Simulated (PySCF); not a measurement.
## Spin-rotation constants: SMILES CC(C)=CC#CC=O, C7H8O

Geometry:
```json
{"atom": "C1", "x (Å)": "-2.134", "y (Å)": "1.278", "z (Å)": "0.694"}
{"atom": "C2", "x (Å)": "-0.955", "y (Å)": "0.440", "z (Å)": "0.324"}
{"atom": "C3", "x (Å)": "-0.988", "y (Å)": "-0.977", "z (Å)": "0.789"}
{"atom": "C4", "x (Å)": "0.066", "y (Å)": "0.945", "z (Å)": "-0.387"}
{"atom": "C5", "x (Å)": "1.191", "y (Å)": "0.205", "z (Å)": "-0.768"}
{"atom": "C6", "x (Å)": "2.185", "y (Å)": "-0.391", "z (Å)": "-1.125"}
{"atom": "C7", "x (Å)": "3.330", "y (Å)": "-1.120", "z (Å)": "-1.526"}
{"atom": "O8", "x (Å)": "3.538", "y (Å)": "-2.289", "z (Å)": "-1.303"}
{"atom": "H9", "x (Å)": "-2.020", "y (Å)": "2.305", "z (Å)": "0.355"}
{"atom": "H10", "x (Å)": "-2.271", "y (Å)": "1.279", "z (Å)": "1.775"}
{"atom": "H11", "x (Å)": "-3.040", "y (Å)": "0.863", "z (Å)": "0.253"}
{"atom": "H12", "x (Å)": "-1.883", "y (Å)": "-1.474", "z (Å)": "0.414"}
{"atom": "H13", "x (Å)": "-0.111", "y (Å)": "-1.523", "z (Å)": "0.453"}
{"atom": "H14", "x (Å)": "-1.029", "y (Å)": "-1.012", "z (Å)": "1.878"}
{"atom": "H15", "x (Å)": "0.056", "y (Å)": "1.980", "z (Å)": "-0.705"}
{"atom": "H16", "x (Å)": "4.058", "y (Å)": "-0.499", "z (Å)": "-2.091"}
```

Computed with GIAO PBE0/pcSseg-1 magnetisability, rotational g tensor and spin-rotation constants, non-relativistic, gas phase in PySCF 2.14.0. Geometry: GFN2-xTB.

Task: Give the nuclear spin-rotation constants along the inertial axes (H = +C I·J) beside the isotropic shieldings.

Result: Rotational constants 6.4278, 0.8025, 0.7198 GHz. A star marks the isotopologue with that one atom substituted, in its own axes.
| atom | isotope | Caa (kHz) | Cbb (kHz) | Ccc (kHz) | mean (kHz) | σ (ppm) |
| --- | --- | --- | --- | --- | --- | --- |
| H9 | 1H | -0.633 | 0.022 | -0.086 | -0.232 | 29.7 |
| H10 | 1H | -0.473 | -0.073 | -0.021 | -0.189 | 29.7 |
| H11 | 1H | -0.497 | -0.078 | -0.013 | -0.196 | 29.7 |
| H12 | 1H | -0.602 | -0.057 | -0.022 | -0.227 | 30.0 |
| H13 | 1H | 0.220 | -0.072 | -0.080 | 0.023 | 28.5 |
| H14 | 1H | -0.626 | -0.059 | -0.018 | -0.234 | 29.9 |
| H15 | 1H | -0.550 | 0.058 | -0.081 | -0.191 | 25.9 |
| H16 | 1H | -0.191 | 0.046 | -0.056 | -0.067 | 22.0 |
| C1 | 13C* | 0.865 | 0.134 | 0.120 | 0.373 | 158.4 |
| C2 | 13C* | 3.407 | 0.390 | 0.091 | 1.296 | 11.6 |
| C3 | 13C* | 1.064 | 0.112 | 0.106 | 0.427 | 162.2 |
| C4 | 13C* | 2.228 | 0.270 | 0.116 | 0.871 | 76.6 |
| C5 | 13C* | 0.759 | 0.281 | 0.241 | 0.427 | 86.5 |
| C6 | 13C* | 0.740 | 0.262 | 0.262 | 0.422 | 85.8 |
| C7 | 13C* | 3.301 | 0.339 | 0.158 | 1.266 | 6.7 |
| O8 | 17O* | -5.507 | -0.867 | 0.005 | -2.123 | -393.2 |

For the geometry as given, no vibrational averaging.

Task: How do the rotational constants and the g tensor change when H9, H10, H11, H12, H13, H14, H15, H16 are replaced by deuterium?

Result: Constants 5.0671, 0.7235, 0.6431 GHz; g -0.0546, -0.0123, -0.0034, against -0.0690, -0.0133, -0.0034 before.
